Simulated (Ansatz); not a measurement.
A structure drawn as `[Cl][SnH2][I]`, with this starting geometry:

Cartesian coordinates in Å:
```
Cl 2.253 0.272 0.105
Sn -0.043 0.187 -0.007
I -0.800 -2.408 0.077
H -0.791 1.016 1.315
H -0.619 0.933 -1.491
```

The species carries charge 0 and has multiplicity 1. Sn, I takes the def2 core potential.

Task: Relax it with Ansatz at PBE-D4/def2-SVP and then PBE0-D4/def2-TZVP. Is the drawn bonding still there?

Result: Yes, every drawn bond is still there and no new one forms.

Task: Give the relaxed structure. (An estimate is asked.)

Result: Computed: 
Z-matrix (Å, degrees):
```
Sn
Cl 1 2.323
I 1 2.665 2 107.6
H 1 1.698 2 106.9 3 117.2
H 1 1.698 2 106.9 3 -117.2
```
All modes are real.

Atoms count as bonded under 1.1 times the sum of their covalent radii (H–H under 0.85 Å, pairs among N, O and F under 1.55 Å), and a drawn bond as lost past 1.3 times.
